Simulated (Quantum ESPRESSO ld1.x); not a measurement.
Ru V, configuration [Ar] 3d10 4s2 4p5 4d4 5p1 (not the ground configuration). Calculated with ld1.x of Quantum ESPRESSO 7.5: scalar-relativistic Kohn-Sham, LDA (Slater exchange, Perdew-Zunger correlation), spin-polarised, spherical densities, point nucleus; open shells are filled with parallel spins first. Some entries of the table are withheld. Estimate them.

| orbital | occ. | eigenvalue (hartree) | r(max) (bohr) | <r> (bohr) |
|---|---|---|---|---|
| 1s up | 1 | -807.455 | 0.022 | 0.03347 |
| 1s down | 1 | -807.445 | 0.022 | 0.03347 |
| 2s up | 1 | -118.121 | 0.123 | 0.1458 |
| 2s down | 1 | -118.086 | 0.123 | 0.1458 |
| 2p up | 3 | -106.108 | 0.098 | 0.1270 |
| 2p down | 3 | -106.077 | 0.098 | 0.1270 |
| 3s up | 1 | -22.6674 | 0.362 | 0.4033 |
| 3s down | 1 | -22.6362 | 0.362 | 0.4031 |
| 3p up | 3 | -18.7211 | 0.356 | 0.4034 |
| 3p down | 3 | -18.6871 | 0.356 | 0.4031 |
| 3d up | 5 | -12.3542 | 0.301 | 0.3840 |
| 3d down | 5 | -12.3127 | 0.301 | 0.3835 |
| 4s up | 1 | -5.02022 | (1) | 0.9934 |
| 4s down | 1 | -4.85194 | (2) | 0.9912 |
| 4p up | 3 | -3.87976 | 0.968 | 1.078 |
| 4p down | 2 | -3.70851 | 0.961 | 1.077 |
| 4d up | 4 | -2.20188 | 1.12 | 1.315 |
| 4d down | 0 | -2.03399 | 1.12 | 1.325 |
| 5p up | 1 | (3) | 2.37 | (4) |
| 5p down | 0 | (5) | 2.43 | (6) |

Answer. 
(1) 4s up r(max) (bohr): 0.908
(2) 4s down r(max) (bohr): 0.901
(3) 5p up eigenvalue (hartree): -1.30245
(4) 5p up <r> (bohr): 2.550
(5) 5p down eigenvalue (hartree): -1.19967
(6) 5p down <r> (bohr): 2.632
